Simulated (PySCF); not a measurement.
Species: C3H7NSi2.
Numbering: `[H]/[N:1]=[CH:2]\[SiH2:3][C:4]#[C:5][SiH3:6]` (hydrogens: H7 on N1; H8 on C2; H9, H10 on Si3; H11, H12, H13 on Si6)

Geometry (PBE0-D3(BJ)/def2-SVP, Å), atoms numbered from 1 in this order:
```
atom  x, y, z in Å
N1    -2.330    1.000   -0.754
C2    -2.642    0.142    0.129
Si3   -1.421   -0.902    1.148
C4     0.249   -0.441    0.543
C5     1.324   -0.087    0.075
Si6    2.944    0.436   -0.623
H7    -1.306    1.056   -0.855
H8    -3.724   -0.003    0.320
H9    -1.548   -0.592    2.603
H10   -1.659   -2.361    0.943
H11    3.775    1.033    0.461
H12    2.706    1.447   -1.693
H13    3.635   -0.752   -1.198
```

Computed, not measured: PySCF, TDDFT B3LYP/def2-SVPD, vertical, gas phase, core orbitals frozen in the response.

Transition dipole moments from the ground state, in atomic units and in the frame of the coordinates above (overall signs are arbitrary), for the states with f of 0.002 or more among the lowest 5:

```tsv
state	E (eV)	μx	μy	μz
S2	5.234	-0.502	0.082	-0.057
S5	5.684	-0.139	-0.024	0.033
```

Problem. What oscillator strength does each state have?

Solution. f = (2/3) ΔE |μ|² with ΔE in hartree (27.2114 eV).

| state | \|μ\|² (au) | \|μ\| (D) | f |
| --- | --- | --- | --- |
| S2 | 0.262 | 1.30 | 0.034 |
| S5 | 0.021 | 0.37 | 0.003 |

Problem. What peak molar absorption coefficient would the strongest computed level give as a lone Gaussian band 0.4 eV wide at half height?

Solution. ε(max) = 2.175×10⁸ f / FWHM, with the width in cm⁻¹. S2: 2.175×10⁸ × 0.0336 / 3226 ≈ 2300 L mol⁻¹ cm⁻¹.

One conformer stands for the species.
